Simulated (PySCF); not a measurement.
Computed properties of Mo(O)(S)(F)(NH2) (FH₂MoNOS), SMILES [NH2][Mo](=[O])([F])=[S], multiplicity 1

Mo(O)(S)(F)(NH2) (FH2MoNOS), SMILES [NH2][Mo](=[O])([F])=[S], multiplicity 1. The structure is a stationary point at B3LYP-D3(BJ)/def2-SVP. The multiplicity is an assumed one; no other spin state was optimised. The structure was generated by enumeration; whether it is a known compound was not checked. The def2 effective core potentials stand for the cores of Mo; spin–orbit coupling is left out. One conformer was computed; it need not be the lowest. All values are computed for the isolated molecule unless a solvent is named; none is compared with measurement here.

**Structure.** All 15 harmonic modes at B3LYP-D3(BJ)/def2-SVP (PySCF) are real, so it is a minimum. With heavy atoms numbered as in [Mo:1](=[O:2])(=[S:3])([F:4])[NH2:5], the shortest bond between them is Mo1–O2 at 1.679 Å and the longest Mo1–S3 at 2.128 Å.

**Vibrations.** The strongest infrared lines (harmonic, unscaled, degenerate partners summed) lie at 531 cm⁻¹ (171 km/mol, H 76 %, N 23 %), 1038 cm⁻¹ (160 km/mol, O 85 %, Mo 15 %), 3528 cm⁻¹ (143 km/mol, H 96 %). The softest mode is at 185 cm⁻¹ and the zero-point energy is 20.5 kcal/mol.

**Electronic structure.** B3LYP/def2-TZVP (PySCF) places the frontier levels at -7.62 and -3.28 eV, a gap of 4.34 eV, and gives a dipole moment of 3.73 D and a mean polarisability of 68.6 bohr³. PBE/def2-TZVP (PySCF) at the same geometry gives -6.60 and -3.74 eV, so its gap is 1.48 eV narrower. An orbital gap is neither the optical nor the fundamental gap.

**Excitations.** TDA-M06-2X/def2-SVPD (PySCF) has S1 at 2.91 eV (427 nm, f = 0.000, dark); the most intense of the 10 singlets computed lies at 4.42 eV (f = 0.03). T1 (TDA) is at 2.65 eV, 0.26 eV under S1. TDA-PBE/def2-SVPD (PySCF) puts S1 at 2.98 eV.
